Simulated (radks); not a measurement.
Effect of the nuclear size on neutral chlorine, [Ne] 3s2 3p5. Calculated with a radial shooting solver on a logarithmic mesh with Libxc functionals: Dirac Kohn-Sham, exchange-only LDA, spin-unpolarised, spherical densities, finite nucleus; open shells are shared between the two j in proportion to 2j + 1; Fermi nuclear charge, rms radius 3.3654 fm. The rms radius is varied about that value; shifts are against it.

rms radius (fm)  total energy shift (eV)  density at nucleus (e/bohr^3)  1s1/2 shift (meV)  2s1/2 shift (meV)
2.7226                          -0.00482                           3578              -2.03             -0.148
3.1164                          -0.00198                           3569             -0.835             -0.061
3.3654                                 0                           3564              0.000              0.000
3.6313                           0.00228                           3559              0.962              0.070
4.2068                           0.00781                           3549               3.29              0.240

Slopes of the eigenvalues against <r^2> in GHz/fm^2, as finite differences over the two radii next to the reference (eigenvalue slopes, not the field-shift constants of lines): 1s1/2 125, 2s1/2 9.14.
